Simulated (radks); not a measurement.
The technetium ion Tc25+, configuration [Ar].

Method: non-relativistic Kohn-Sham, LDA (Slater exchange, VWN5 correlation), spin-polarised, spherical densities, point nucleus; relativity is left out, which matters for an element this heavy; computed with a radial shooting solver on a logarithmic mesh with Libxc functionals.

Energy parts (eV):
total: -103381.310
kinetic: 103339.792
electron-nucleus: -224762.831
Hartree: 20354.236
exchange-correlation: -2312.507

Orbitals (lengths in bohr, moments of r in powers of bohr; r(90%) holds 90 % of the orbital's charge):
orbital  occ.  eigenvalue (eV)  r(90%)
1s          2        -21402.37  0.0631
2s          2        -3938.224   0.236
2p          6        -3729.844   0.213
3s          2        -1397.115   0.558
3p          6        -1321.600   0.548
3d          0        -1200.065   0.503
4s          0        -698.5254    1.04
4p          0        -667.4278    1.05
4f          0        -576.2330   0.946

The highest occupied level is 3p at -1321.6 eV. Virial ratio -V/T = 2.00040. Summed over all electrons, <r^2> = 1.466 bohr^2, which gives a Langevin (diamagnetic) susceptibility term of -1.16 x 10^-6 cm^3/mol. The density falls to 0.001 e/bohr^3 at r = 1.06 bohr. The electron density at the nucleus is 5.555e+04 e/bohr^3.
